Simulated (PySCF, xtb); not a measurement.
SeF₄, SMILES F[Se](F)(F)F.

Coordinates come from a PBE0-D3(BJ)/def2-SVP optimisation. The geometry has at least one imaginary mode, so it is a saddle point at that level. The isomer is the one that the SMILES or the coordinates give; other isomers of the formula were not compared.

Calculation: C-PCM-B3LYP/def2-SVP in PySCF.

The values are the electrostatic part of the solvation free energy, E(continuum) − E(gas) at the gas-phase geometry, in a cavity of scaled van der Waals radii (PySCF's table); cavitation and dispersion terms are not included. In vacuum the orbital gap is 7.69 eV. The dipole moment in vacuum is 2.23 D.

Computed values in water (ε = 78.36), dimethylsulfoxide (ε = 46.83), chloroform (ε = 4.71):
| solvent | ε | ΔG(elec) (kcal/mol) | dipole (D) | gap (eV) |
|---|---|---|---|---|
| water | 78.36 | -5.2 | 2.66 | 7.63 |
| dimethylsulfoxide | 46.83 | -5.2 | 2.65 | 7.63 |
| chloroform | 4.71 | -4.1 | 2.56 | 7.65 |

For comparison, GFN2-xTB/ALPB(water) (xtb, at the GFN2-xTB geometry, all terms of that model) gives -3.0 kcal/mol.
